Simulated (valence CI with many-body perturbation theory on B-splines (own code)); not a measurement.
# E1 line list for Bi75+

Calculated by valence CI with perturbative core correlation (CI+MBPT): six valence electrons over a frozen Dirac-Fock core [He], a basis of 9 s, 9 p, 8 d, 6 f, 3 g, 1 h functions for each j, with the one-electron correlation potential Σ1 (screened to all orders), the two-electron term Σ2, the three-electron term Σ3, Breit, model QED; selected single and double excitations, second order for the rest, scaled by the run's own slope (own B-spline code, finite nucleus).

No measured spectrum was set against this ion. As an estimate, large intervals hold to a few tenths of a per cent, small ones and those within an open d or f shell to about a per cent. Among the levels kept, up to 1900 cm⁻¹ of a level comes from second order outside the variational space, and about a tenth of that is noise between levels of different J, which matters for small intervals.

Lines 151 to 200 of 222 in falling wavelength, among levels below 113120 × 10³ cm⁻¹, chosen from the strongest by gf and those to the six lowest levels. Wavelengths and rates use the calculated energies. Electric multipoles are in the length gauge with retardation, E1 and E2 with the static RPA response of the core. Weak lines are less certain than strong ones. Lines between different terms over intervals too small for the method are left out, as are lines whose strength nearly cancels. The highest levels of a list are the least certain.

Levels are named by their leading jj configuration (3d3/2^4 stands for four electrons in 3d with j = 3/2), which in mixed levels can hold well under half, so a name can repeat and another be missing. Letters in brackets count levels of one name in rising energy.

| λ vac (Å) | Upper | Lower | A (s⁻¹) | S (a.u.) |
| --- | --- | --- | --- | --- |
| 1.308 | (2s^2 2p1/2^2 2p3/2 3d3/2) J=1 | (2s^2 2p1/2 2p3/2^3) J=1 | 1.81e+09 | 6.00e-09 |
| 1.307 | (2s^2 2p1/2^2 2p3/2 3d3/2) J=0 | (2s^2 2p1/2 2p3/2^3) J=1 | 3.85e+10 | 4.24e-08 |
| 1.288 | (2s^2 2p1/2^2 2p3/2 3d5/2) J=2 | (2s^2 2p1/2 2p3/2^3) J=2 | 4.26e+09 | 2.24e-08 |
| 1.285 | (2s^2 2p1/2^2 2p3/2 3d5/2) J=3 | (2s^2 2p1/2 2p3/2^3) J=2 | 5.41e+09 | 3.97e-08 |
| 1.285 | (2s^2 2p1/2^2 2p3/2 3d5/2) J=2 | (2s^2 2p1/2 2p3/2^3) J=1 | 8.98e+08 | 4.70e-09 |
| 1.283 | (2s^2 2p1/2^2 2p3/2 3d5/2) J=1 | (2s^2 2p1/2 2p3/2^3) J=2 | 5.08e+09 | 1.59e-08 |
| 1.281 | (2s^2 2p1/2^2 2p3/2 3d5/2) J=1 | (2s^2 2p1/2 2p3/2^3) J=1 | 1.29e+10 | 4.02e-08 |
| 1.189 | (2s^2 2p1/2 2p3/2^2 3p1/2) J=1 [a] | (2s 2p1/2^2 2p3/2^3) J=1 | 1.78e+11 | 4.43e-07 |
| 1.188 | (2s^2 2p1/2 2p3/2^2 3p1/2) J=2 [a] | (2s 2p1/2^2 2p3/2^3) J=1 | 7.77e+09 | 3.22e-08 |
| 1.181 | (2s^2 2p1/2 2p3/2^2 3p1/2) J=2 [b] | (2s 2p1/2^2 2p3/2^3) J=1 | 8.80e+11 | 3.57e-06 |
| 1.179 | (2s^2 2p1/2 2p3/2^2 3p1/2) J=1 [b] | (2s 2p1/2^2 2p3/2^3) J=1 | 8.71e+10 | 2.12e-07 |
| 1.178 | (2s^2 2p1/2 2p3/2^2 3p1/2) J=1 [a] | (2s 2p1/2^2 2p3/2^3) J=2 | 6.21e+09 | 1.50e-08 |
| 1.177 | (2s^2 2p1/2 2p3/2^2 3p1/2) J=2 [a] | (2s 2p1/2^2 2p3/2^3) J=2 | 7.89e+10 | 3.18e-07 |
| 1.175 | (2s^2 2p1/2 2p3/2^2 3p1/2) J=3 | (2s 2p1/2^2 2p3/2^3) J=2 | 1.26e+11 | 7.09e-07 |
| 1.173 | (2s^2 2p1/2 2p3/2^2 3p1/2) J=0 | (2s 2p1/2^2 2p3/2^3) J=1 | 1.58e+12 | 1.26e-06 |
| 1.170 | (2s^2 2p1/2 2p3/2^2 3p1/2) J=2 [b] | (2s 2p1/2^2 2p3/2^3) J=2 | 1.48e+12 | 5.83e-06 |
| 1.168 | (2s^2 2p1/2 2p3/2^2 3p1/2) J=1 [b] | (2s 2p1/2^2 2p3/2^3) J=2 | 7.49e+10 | 1.77e-07 |
| 1.154 | (2s 2p1/2^2 2p3/2^2 3s) J=2 [a] | (2s 2p1/2^2 2p3/2^3) J=1 | 4.01e+13 | 1.52e-04 |
| 1.148 | (2s 2p1/2^2 2p3/2^2 3s) J=3 | (2s 2p1/2^2 2p3/2^3) J=2 | 6.82e+13 | 3.56e-04 |
| 1.145 | (2s^2 2p1/2^2 2p3/2 3s) J=1 | (2s^2 2p1/2^2 2p3/2^2) J=0 | 1.38e+14 | 3.07e-04 |
| 1.144 | (2s 2p1/2^2 2p3/2^2 3s) J=1 [a] | (2s 2p1/2^2 2p3/2^3) J=1 | 4.02e+13 | 8.91e-05 |
| 1.144 | (2s 2p1/2^2 2p3/2^2 3s) J=2 [a] | (2s 2p1/2^2 2p3/2^3) J=2 | 3.69e+14 | 1.36e-03 |
| 1.143 | (2s 2p1/2^2 2p3/2^2 3s) J=1 [b] | (2s 2p1/2^2 2p3/2^3) J=1 | 3.40e+14 | 7.53e-04 |
| 1.143 | (2s 2p1/2^2 2p3/2^2 3s) J=2 [b] | (2s 2p1/2^2 2p3/2^3) J=1 | 6.04e+13 | 2.22e-04 |
| 1.142 | (2s^2 2p1/2 2p3/2^2 3s) J=2 [a] | (2s^2 2p1/2 2p3/2^3) J=2 | 1.70e+13 | 6.27e-05 |
| 1.141 | (2s^2 2p1/2 2p3/2^2 3s) J=1 [a] | (2s^2 2p1/2 2p3/2^3) J=2 | 7.01e+13 | 1.54e-04 |
| 1.140 | (2s^2 2p1/2 2p3/2^2 3s) J=2 [a] | (2s^2 2p1/2 2p3/2^3) J=1 | 5.57e+13 | 2.04e-04 |
| 1.140 | (2s^2 2p1/2 2p3/2^2 3s) J=3 | (2s^2 2p1/2 2p3/2^3) J=2 | 6.97e+13 | 3.56e-04 |
| 1.140 | (2s 2p1/2^2 2p3/2^2 3s) J=0 | (2s 2p1/2^2 2p3/2^3) J=1 | 2.00e+14 | 1.46e-04 |
| 1.139 | (2s^2 2p1/2 2p3/2^2 3s) J=1 [a] | (2s^2 2p1/2 2p3/2^3) J=1 | 3.48e+14 | 7.62e-04 |
| 1.139 | (2s^2 2p1/2^2 2p3/2 3s) J=2 | (2s^2 2p1/2^2 2p3/2^2) J=2 | 2.05e+14 | 7.47e-04 |
| 1.139 | (2s^2 2p1/2 2p3/2^2 3s) J=2 [b] | (2s^2 2p1/2 2p3/2^3) J=2 | 3.68e+14 | 1.34e-03 |
| 1.138 | (2s^2 2p1/2^2 2p3/2 3s) J=1 | (2s^2 2p1/2^2 2p3/2^2) J=2 | 3.40e+14 | 7.41e-04 |
| 1.137 | (2s^2 2p1/2 2p3/2^2 3s) J=2 [b] | (2s^2 2p1/2 2p3/2^3) J=1 | 5.04e+13 | 1.83e-04 |
| 1.134 | (2s 2p1/2^2 2p3/2^2 3s) J=1 [a] | (2s 2p1/2^2 2p3/2^3) J=2 | 1.68e+14 | 3.63e-04 |
| 1.133 | (2s 2p1/2^2 2p3/2^2 3s) J=1 [b] | (2s 2p1/2^2 2p3/2^3) J=2 | 8.39e+13 | 1.81e-04 |
| 1.133 | (2s^2 2p1/2 2p3/2^2 3s) J=1 [b] | (2s^2 2p1/2 2p3/2^3) J=2 | 1.73e+14 | 3.73e-04 |
| 1.132 | (2s 2p1/2^2 2p3/2^2 3s) J=2 [b] | (2s 2p1/2^2 2p3/2^3) J=2 | 1.13e+13 | 4.06e-05 |
| 1.131 | (2s^2 2p1/2 2p3/2^2 3s) J=0 | (2s^2 2p1/2 2p3/2^3) J=1 | 2.11e+14 | 1.50e-04 |
| 1.131 | (2s^2 2p1/2 2p3/2^2 3s) J=1 [b] | (2s^2 2p1/2 2p3/2^3) J=1 | 3.45e+13 | 7.38e-05 |
| 1.085 | (2s 2p1/2^2 2p3/2^2 3p1/2) J=2 [a] | (2s^2 2p1/2 2p3/2^3) J=2 | 1.43e+11 | 4.49e-07 |
| 1.085 | (2s 2p1/2^2 2p3/2^2 3p1/2) J=3 | (2s^2 2p1/2 2p3/2^3) J=2 | 5.08e+10 | 2.24e-07 |
| 1.083 | (2s 2p1/2^2 2p3/2^2 3p1/2) J=2 [a] | (2s^2 2p1/2 2p3/2^3) J=1 | 3.89e+11 | 1.22e-06 |
| 1.073 | (2s 2p1/2^2 2p3/2^2 3p1/2) J=1 [a] | (2s^2 2p1/2 2p3/2^3) J=2 | 1.04e+11 | 1.91e-07 |
| 1.073 | (2s 2p1/2^2 2p3/2^2 3p1/2) J=1 [b] | (2s^2 2p1/2 2p3/2^3) J=2 | 1.82e+11 | 3.32e-07 |
| 1.073 | (2s 2p1/2^2 2p3/2^2 3p1/2) J=2 [b] | (2s^2 2p1/2 2p3/2^3) J=2 | 5.69e+11 | 1.73e-06 |
| 1.071 | (2s 2p1/2^2 2p3/2^2 3p1/2) J=1 [a] | (2s^2 2p1/2 2p3/2^3) J=1 | 1.44e+10 | 2.63e-08 |
| 1.071 | (2s 2p1/2^2 2p3/2^2 3p1/2) J=1 [b] | (2s^2 2p1/2 2p3/2^3) J=1 | 1.35e+11 | 2.46e-07 |
| 1.071 | (2s 2p1/2^2 2p3/2^2 3p1/2) J=0 | (2s^2 2p1/2 2p3/2^3) J=1 | 1.36e+12 | 8.27e-07 |
| 1.071 | (2s 2p1/2^2 2p3/2^2 3p1/2) J=2 [b] | (2s^2 2p1/2 2p3/2^3) J=1 | 1.16e+11 | 3.52e-07 |
